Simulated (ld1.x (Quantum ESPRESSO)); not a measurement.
## H (Z = 1): one change to a PAW potential, before and after

hydrogen, PAW, made with ld1.x (Quantum ESPRESSO) 7.5 (PBE, non-relativistic). Core none, reference 1s1. Waves: 1s (bound): rcut 0.90, rcutus 1.05 bohr; 1s channel at 2.55 Ry: rcut 0.90, rcutus 1.05 bohr; 2p channel at -0.1 Ry: rcut 0.90, rcutus 1.10 bohr. Local part: all-electron potential smoothed inside 0.80 bohr (lloc = -1). Core correction: none. Augmentation charge: BESSEL, radius 0.65 bohr.

All-electron outer shells of the reference configuration (PBE, non-relativistic, ld1.x):

```json
{"shell": "1s", "level (eV)": "-6.49", "outermost node (bohr)": "–", "outermost maximum (bohr)": "1.03"}
```

Change: waves 1s (bound): rcut 0.90, rcutus 1.44 bohr; 1s channel at 2.55 Ry: rcut 0.90, rcutus 1.44 bohr.

Cutoffs: the cutoffs (Ry, on a coarse ladder) from which the occupation-weighted sum of valence levels, in a spherical-Bessel basis at the reference potential, stays within 10 and 1 mRy of its value at 400 Ry; they do not see the model core or the augmentation charge, which bear on the density cutoff. Errors are all-electron minus pseudo energies relative to the spin-unpolarised reference configuration.

Task: Predict the effect on cutoff, ghosts and configuration errors.

Result: The potential gets softer (18 Ry and 35 Ry → 10 Ry and 18 Ry); neither file shows a bound ghost. A larger radius leaves more room for a smooth pseudo-wave, so fewer plane waves are needed.

```tsv
quantity	base	changed
cutoff, loose	18 Ry	10 Ry
cutoff, tight	35 Ry	18 Ry
bound ghosts	none	none
error for 1s0.5, meV [ΔE 4.76 eV]	0.0	0.0
lowest overlap eigenvalue by channel	s 0.99, p 0.75	s 0.82, p 0.75
```
